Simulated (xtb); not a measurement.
AlN (SMILES [N]=[Al]), triplet, at a GFN2-xTB geometry (such geometries of metal compounds can be far from the true shape); GFN2-xTB in xtb 6.7.1.

Input for xtb:
```
$ xtb mol.xyz --gfn 2 --uhf 2 --acc 1000 --json

# file mol.xyz
2

Al    -0.00000000    -0.00000000    -0.59733836
N      0.00000000     0.00000000     1.10934267
```

It wrote (shortened):

```
   ID    Z sym.   atoms
    1   13 Al     1
    2    7 N      2

           -------------------------------------------------
          |                Calculation Setup                |
           -------------------------------------------------

           -------------------------------------------------
          |                 G F N 2 - x T B                 |
           -------------------------------------------------

          ...................................................
          :                      SETUP                      :
          :.................................................:
          :  # basis functions                  14          :
          :  # atomic orbitals                  13          :
          :  # shells                            5          :
          :  # electrons                         8          :
          :  max. iterations                   250          :
          :  Hamiltonian                  GFN2-xTB          :
          :  restarted?                      false          :
          :  GBSA solvation                  false          :
          :  PC potential                    false          :
          :  electronic temp.          300.0000000     K    :
          :  accuracy                 1000.0000000          :
          :  -> integral cutoff          0.2000000E+02      :
          :  -> integral neglect         0.1000000E-04      :
          :  -> SCF convergence          0.1000000E-02 Eh   :
          :  -> wf. convergence          0.1000000E+00 e    :
          :  Broyden damping             0.4000000          :
          :  net charge                          0          :
          :  unpaired electrons                  2          :
          ...................................................

 iter      E             dE          RMSdq      gap      omega  full diag
   1     -3.7066977 -0.370670E+01  0.414E+01    2.21       0.0  T
   2     -3.7072877 -0.589960E-03  0.200E+01    3.35       1.0  T
   3     -3.4908928  0.216395E+00  0.329E+01    1.36       1.0  T
   4     -3.8168435 -0.325951E+00  0.326E+00    3.04       1.0  T
   5     -3.8276698 -0.108263E-01  0.123E+00    3.12       1.0  T
   6     -3.8278414 -0.171509E-03  0.275E-01    3.05       1.0  T
   7     -3.8277762  0.651454E-04  0.370E-01    3.05       1.0  T

   *** convergence criteria satisfied after 7 iterations ***

 transition dipole moment (au) for excitation:           4           5
     X       Y       Z
  -0.0017   0.0889  -0.0000  total (au/Debye):    0.089   0.226
 dE (eV)             :    0.742
 oscillator strength :  0.20336E-03

         :::::::::::::::::::::::::::::::::::::::::::::::::::::
         ::                     SUMMARY                     ::
         :::::::::::::::::::::::::::::::::::::::::::::::::::::
         :: total energy              -3.802190583321 Eh    ::
         :: gradient norm              0.000481542810 Eh/a0 ::
         :: HOMO-LUMO gap              3.045078407077 eV    ::
         ::.................................................::
         :: SCC energy                -3.827776210853 Eh    ::
         :: -> isotropic ES            0.020784724862 Eh    ::
         :: -> anisotropic ES          0.007469010237 Eh    ::
         :: -> anisotropic XC         -0.002704757181 Eh    ::
         :: -> dispersion             -0.000622345976 Eh    ::
         :: repulsion energy           0.025585627532 Eh    ::
         :: add. restraining           0.000000000000 Eh    ::
         :: total charge              -0.000000000001 e     ::
         :::::::::::::::::::::::::::::::::::::::::::::::::::::

           -------------------------------------------------
          |                Property Printout                |
           -------------------------------------------------

    * Orbital Energies and Occupations

         #    Occupation            Energy/Eh            Energy/eV
      -------------------------------------------------------------
         1        2.0000           -0.5336666             -14.5218
         2        2.0000           -0.4112902             -11.1918
         3        1.5000           -0.3807200             -10.3599
         4        1.5000           -0.3807200             -10.3599
         5        1.0000           -0.3534639              -9.6182 (HOMO)
         6                         -0.2415593              -6.5732 (LUMO)
         7                         -0.2415593              -6.5732
         8                         -0.1836780              -4.9981
         9                         -0.1375944              -3.7441
        10                         -0.1375944              -3.7441
        11                         -0.0167338              -0.4554
        12                         -0.0167338              -0.4554
        13                          0.5674108              15.4400
      -------------------------------------------------------------
                  HL-Gap            0.1119046 Eh            3.0451 eV
             Fermi-level           -0.3391158 Eh           -9.2278 eV

     #   Z          covCN         q      C6AA      α(0)
     1  13 Al       0.785     0.330   365.555    49.853
     2   7 N        0.785    -0.330    29.267     7.895

 Mol. C6AA /au·bohr⁶  :        570.661755
 Mol. C8AA /au·bohr⁸  :      43766.262280
 Mol. α(0) /au        :         57.748146

Wiberg/Mayer (AO) data.
largest (>0.10) Wiberg bond orders for each atom

 ---------------------------------------------------------------------------
     #   Z sym  total        # sym  WBO       # sym  WBO       # sym  WBO
 ---------------------------------------------------------------------------
     1  13 Al   1.965 --     2 N    1.965
     2   7 N    1.965 --     1 Al   1.965
 ---------------------------------------------------------------------------

Topologies differ in total number of bonds
Writing topology from bond orders to xtbtopo.mol

molecular dipole:
                 x           y           z       tot (Debye)
 q only:        0.000       0.000      -1.065
   full:        0.000      -0.000      -1.424       3.619
molecular quadrupole (traceless):
                xx          xy          yy          xz          yz          zz
 q only:        0.515       0.000       0.515       0.000       0.000      -1.030
  q+dip:       -0.078       0.000      -0.078       0.000      -0.000       0.156
   full:        2.487      -0.000       2.487       0.000      -0.000      -4.973

           -------------------------------------------------
          | TOTAL ENERGY               -3.802190583321 Eh   |
          | GRADIENT NORM               0.000481542810 Eh/α |
          | HOMO-LUMO GAP               3.045078407077 eV   |
           -------------------------------------------------

normal termination of xtb
```
